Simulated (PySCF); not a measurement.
**RuNCl₂ + 2 HF → RuNF₂ + 2 HCl**

Level: PBE0 in the def2-TZVP basis family, computed in PySCF with density fitting; scalar-relativistic core potentials for atoms from Rb on, none lighter, no spin–orbit coupling; open shells unrestricted.

| species | state and structure | ZPE (kJ/mol) | H(298 K) − H(0) (kJ/mol) | S° (J/(mol K)) |
| --- | --- | --- | --- | --- |
| RuNCl₂ | doublet, C2v, Ru–Cl 2.213 Å (×2), Ru–N 1.564 Å; Cl–Ru–Cl 125.7°, Cl–Ru–N 117.1° (×2) | 14.9 | 16.7 | 333.3 |
| HF | singlet, C∞v, H–F 0.920 Å | 24.9 | 8.7 | 173.6 |
| RuNF₂ | doublet, C2v, Ru–F 1.859 Å (×2), Ru–N 1.562 Å; F–Ru–F 122.0°, F–Ru–N 119.0° (×2) | 18.4 | 15.3 | 311.2 |
| HCl | singlet, C∞v, H–Cl 1.279 Å | 17.9 | 8.7 | 186.6 |

(1) Is the gas-phase reaction uphill or downhill in electronic energy at this level, and by how much?

(2) Add zero-point, thermal and entropy terms for 298.15 K and 1 bar.

Results:

(1) At PBE0/def2-TZVP, ΔE = 124.8 kJ/mol, uphill. Ligand exchange with HF takes part in thermal etching.

(2) ΔZPE = -10.5 and Δ[H(298) − H(0)] = -1.4 kJ/mol give ΔH° = 112.9 kJ/mol. ΔS° = 3.9 J/(mol K), so ΔG° = 112.9 − 298.15 × (0.0039) = 112 kJ/mol and log₁₀K = -19.6.

Open d or f shells are single determinants, so the state found may not be the ground state. Only the bonding shown was studied: isomers, or loss of a ligand pair, can lie lower.
